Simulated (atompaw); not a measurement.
**LDA (PW92) PAW (atompaw) dataset for Cu, scalar-relativistic all-electron reference.**

The input file (atompaw 4.2.0.5):

```
Cu 29
LDA-PW scalarrelativistic loggrid 1500 logderivrange -11 5 401
4 4 3 0 0 0
4 0 0
4 1 1
0 0 0
c
c
v
v
c
v
v
v
2
1.50 1.30 1.50 0.80
n
n
y
-0.2
n
custom polynom vanderbiltortho sinc
3 0 troulliermartins
1.30
1.50
1.05
1.20
1.50
1.50
PWSCFOUT
UPFDX 0.0125d0 UPFXMIN -7.d0 UPFZMESH 29.d0
END
```

Command:

```bash
atompaw < Cu.input > Cu.log
```

Output (summary file):

```
Completed calculations for Cu (AE)

 Exchange-correlation type: LDA, Perdew-Wang correlation

 Radial integration grid is logarithmic
 r0 =   2.8831811E-04 h =   8.3612251E-03   n =      1500 rmax =   8.0000000E+01

 Scalar relativistic calculation

 AEatom converged in  39 iterations
   nz     =  29.00
   delta  =       2.535913716806E-16

 All Electron Orbital energies:
  n  l      occupancy      energy
  1  0      2.0000000E+00 -6.4939373E+02
  2  0      2.0000000E+00 -7.8080539E+01
  3  0      2.0000000E+00 -8.5442611E+00
  4  0      0.0000000E+00 -4.6407772E-01
  2  1      6.0000000E+00 -6.7499944E+01
  3  1      6.0000000E+00 -5.4496505E+00
  4  1      1.0000000E+00 -1.3615901E-01
  3  2      1.0000000E+01 -5.4435515E-01

 Total energy
   Total                    :    -3304.21428494578549

 ---
 Completed calculations for Cu (SC)

 Exchange-correlation type: LDA, Perdew-Wang correlation

 Radial integration grid is logarithmic
 r0 =   2.8831811E-04 h =   8.3612251E-03   n =      1500 rmax =   8.0000000E+01

 Scalar relativistic calculation

 SCatom converged in   3 iterations
   nz     =  29.00
   delta  =       7.056213066884E-18

 Valence Electron Orbital energies:
  n  l      occupancy      energy
   3  0      2.0000000E+00 -8.5442611E+00
   4  0      0.0000000E+00 -4.6407772E-01
   3  1      6.0000000E+00 -5.4496505E+00
   4  1      1.0000000E+00 -1.3615901E-01
   3  2      1.0000000E+01 -5.4435515E-01

 Total energy
   Total                    :    -3304.21428494014663
   Valence                  :     -481.07219555662948

 PAW parameters:
       lmax =            2
         rc =    1.5072051654340812
        irc =         1025
   rc_shape =    1.3074608937573604
    rc_vloc =    1.5072051654340812
    rc_core =   0.80492861650234426
   Vloc: Norm-conserving Troullier-Martins with l= 3;e=   0.0000E+00
   Projector type: polynomial pseudization + Vanderbilt ortho.
   Sinc^2 compensation charge shape zeroed at   1.3075E+00

 Number of basis functions     6
 No.   n  nodes  l      Energy         Cp coeff         Occ
  1    3    2    0   -0.8544261E+01  0.6067139E+00  0.2000000E+01
  2    4    3    0   -0.4640777E+00  0.7256870E+01  0.0000000E+00
  3    3    1    1   -0.5449650E+01  0.1180253E+01  0.6000000E+01
  4    4    2    1   -0.1361590E+00  0.1050641E+03  0.1000000E+01
  5    3    0    2   -0.5443552E+00 -0.4360445E+03  0.1000000E+02
  6  999    1    2   -0.2000000E+00 -0.5109420E+02  0.0000000E+00

 Eigenvalues of overlap operator (in the basis of projectors):
    1        5.59784451E-01
    2        8.33762601E-01
    3        1.13591977E+00
    4        1.33921000E+02
    5        4.89701271E+03
    6        1.28870611E+04

 Orbital leakage outside PAW augmentation regions
   orb  is_core?  %out_of_sphere
   1 0    T           0.00
   2 0    T           0.00
   3 0    F           1.12
   4 0    F          91.12
   2 1    T           0.00
   3 1    F           2.43
   4 1    F          97.88
   3 2    F          17.68

 Summary of PAW energies
   Total valence energy     :   -481.07219833911483
   Smooth energy            :     79.15337396930478
   One center               :   -560.22557230841960
   Smooth kinetic           :     90.98135787327902
   Vloc energy              :    -17.11545009214209
   Smooth exch-corr         :    -20.05790146613969
   One-center xc            :   -109.62895107275217
```

The run took about 14 s on one core of a shared server CPU.
